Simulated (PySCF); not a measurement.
## Correlation energy of Ar⁺ (argon, charge +1)

[Ne] 3s2 3p4 4s1, high-spin 4P determinant (an excited configuration). Calculation: PySCF 2.14, in x2c-TZVPPall with one added diffuse shell each of s, p, d type (6s6p4d1f, 51 functions); scalar relativity by spin-free X2C-1e. Frozen: [Ne]; 7 electrons correlated.

| level | correlation energy (mhartree) |
| --- | --- |
| CCSD | -174.02 |
| (T) | -5.36 |
| CCSD(T) | -179.38 |

Diagnostics: T1 = 0.0096, D1 = 0.0273, largest double amplitude 0.041.

The outer electron is Rydberg-like, and this basis confines it to a smaller radius and binds it less than a complete one would.

Cost of the coupled-cluster step: of the order of 1.9 core-seconds, for 7 correlated electrons.

Iterations:

```
CC2 = 0
CCSD nocc = (np.int64(5), np.int64(2)), nmo = (46, 46)
frozen orbitals [[0, 1, 2, 3, 4], [0, 1, 2, 3, 4]]
max_cycle = 100
direct = 0
conv_tol = 1e-08
conv_tol_normt = 1e-06
diis_space = 8
diis_start_cycle = 0
Init t2, MP2 energy = -0.147914954209117
Init E_corr(UCCSD) = -0.147914954215249
cycle = 1  E_corr(UCCSD) = -0.167525200257966  dE = -0.019610246  norm(t1,t2) = 0.0430331
cycle = 2  E_corr(UCCSD) = -0.171967646148403  dE = -0.00444244589  norm(t1,t2) = 0.0145084
cycle = 3  E_corr(UCCSD) = -0.174083344598348  dE = -0.00211569845  norm(t1,t2) = 0.00630186
cycle = 4  E_corr(UCCSD) = -0.174002764086777  dE = 8.05805116e-05  norm(t1,t2) = 0.00187886
cycle = 5  E_corr(UCCSD) = -0.174026739912979  dE = -2.39758262e-05  norm(t1,t2) = 0.00112003
cycle = 6  E_corr(UCCSD) = -0.174018906285146  dE = 7.83362783e-06  norm(t1,t2) = 0.000350933
cycle = 7  E_corr(UCCSD) = -0.174020516066508  dE = -1.60978136e-06  norm(t1,t2) = 0.000110707
cycle = 8  E_corr(UCCSD) = -0.174020201138853  dE = 3.14927655e-07  norm(t1,t2) = 6.09236e-05
cycle = 9  E_corr(UCCSD) = -0.174020597630058  dE = -3.96491205e-07  norm(t1,t2) = 4.26145e-05
cycle = 10  E_corr(UCCSD) = -0.174020701632143  dE = -1.04002085e-07  norm(t1,t2) = 1.8732e-05
cycle = 11  E_corr(UCCSD) = -0.174020655411146  dE = 4.6220997e-08  norm(t1,t2) = 4.78857e-06
cycle = 12  E_corr(UCCSD) = -0.174020556802946  dE = 9.86082e-08  norm(t1,t2) = 7.10975e-07
cycle = 13  E_corr(UCCSD) = -0.174020558340266  dE = -1.5373201e-09  norm(t1,t2) = 1.78304e-07
UCCSD converged
E(UCCSD) = -527.6635342612281  E_corr = -0.1740205583402659
UCCSD(T) correction = -0.00536009013768863
```
